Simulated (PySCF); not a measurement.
Gas-phase reaction: SnO + 3 FO + N2 → SnF3 + 2 NO2

Energies from PySCF, thermal terms from the rigid-rotor harmonic-oscillator model, ideal gas at 1 bar. † marks an energy on the PBE0/def2-TZVP geometry and frequencies. CCSD(T) freezes the core. Open shells (unrestricted): FO (multiplicity 2, electronic degeneracy 4), SnF3 (multiplicity 2), NO2 (multiplicity 2); the rest are closed-shell singlets. Spin-orbit splitting is ignored; it lowers the true energy and changes the entropy of FO. Sn: scalar-relativistic def2 core potential, no spin-orbit coupling. SnF3: computed as isolated molecules; such fragments, hydroxides, amides, oligomers or adducts are transient or little studied in the gas. CCSD(T) isn't extrapolated to the basis-set limit; its ΔH°(298 K) is -945.9 kJ in def2-SVP and -948.4 kJ in def2-TZVPP. The harmonic model lacks anharmonicity and excited electronic states, which grow with temperature; levels with a mode under 35 cm⁻¹ are left out. Warning, large T1 diagnostic: SnO (CCSD(T)/def2-TZVPP†).

| level | ΔE electronic, kJ | ΔH°(298 K), kJ | ΔS°(298 K), J/K | ΔG°(600 K), kJ |
|---|---|---|---|---|
| CCSD(T)/def2-TZVPP† | -962 | -948 | -279 | -781 |
| HF/def2-TZVP† | -799 | -786 | -279 | -618 |
| PBE/def2-TZVP† | -1066 | -1053 | -279 | -885 |
| r2SCAN/def2-TZVP† | -1080 | -1067 | -279 | -899 |
| LDA/def2-TZVP† | -1221 | -1207 | -279 | -1040 |
| ωB97M-V/def2-TZVP† | -1000 | -986 | -279 | -819 |
| ωB97X-V/def2-TZVP† | -1016 | -1003 | -279 | -835 |
ΔH° is lowest at LDA/def2-TZVP† and highest at HF/def2-TZVP†. No reference value is set beside these.
